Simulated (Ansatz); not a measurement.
Consider the substitution at a C–C bond: `CC(F)(F)CF` + `C[O][SnH]([OH])[Cl]` → `C[O][SnH]([Cl])[O]C` + `FCC(F)F`.

Isolated molecules relaxed with PBE0-D4/def2-TZVP in Ansatz; ΔE leaves out vibrations. CCSD(T)/CBS adds triple-zeta CCSD(T) − MP2 to the extrapolated MP2 energy (def2 sets, frozen cores). Elements past krypton have def2 core potentials. For Sn outer-core shells are correlated without core-valence functions, which leaves a few kJ/mol of doubt a bond. Each species was taken in one conformer, which may not be the lowest.

| level | ΔE (kJ/mol) |
| --- | --- |
| MP2/def2-TZVPP | 90.0 |
| SCS-MP2/def2-QZVPP | 85.3 |

**Question.** What does CCSD(T)/CBS give? (An estimate is asked.)

**Answer.** The calculation gave: +87.9 kJ/mol. The listed levels differ from it by 2.1, -2.6 kJ/mol.

Largest T1 diagnostic among the species: 0.013.

From PBE to PBE0 (25 % exact exchange), in def2-TZVPP and without D4, ΔE moves by +3.1 kJ/mol. In def2-TZVPP, CCSD(T) changes the Hartree–Fock value by +8.6 kJ/mol (the triples alone add +0.5 kJ/mol) and MP2 by +12.6 kJ/mol.
